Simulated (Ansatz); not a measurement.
Diatomic SnRu, multiplicity 5 (an upper state: multiplicity 3 came lower at PBE0/def2-TZVPP). No spin–orbit coupling.

The constants come from a fifth-degree fit in 1/R (seven points, main isotopes). Runs in def2 and cc sets follow the lowest solution found near the PBE0 minimum.

The values were computed with Ansatz (Gaussian basis) for Hartree–Fock, density functionals and correlated methods. Each number belongs to the level named beside it. In def2 rows elements past Kr take small-core potentials, without spin–orbit coupling.

| level | r_e (Å) | ω_e (cm⁻¹) | ω_e x_e (cm⁻¹) | dipole (D) |
|---|---|---|---|---|
| PBE/def2-TZVPP | 2.503 | ? | 0.59 | 1.32 |
| PBE0/def2-TZVPP | 2.523 | 209 | 0.52 | 1.70 |
| wB97X-V/def2-TZVPP | ? | ? | 0.19 | 2.39 |

### Question
Fill in the missing entries.

### Answer

- wB97X-V/def2-TZVPP, r_e (Å): 2.558
- wB97X-V/def2-TZVPP, ω_e (cm⁻¹): 184
- PBE/def2-TZVPP, ω_e (cm⁻¹): 223

Ansatz is a first-principles code.
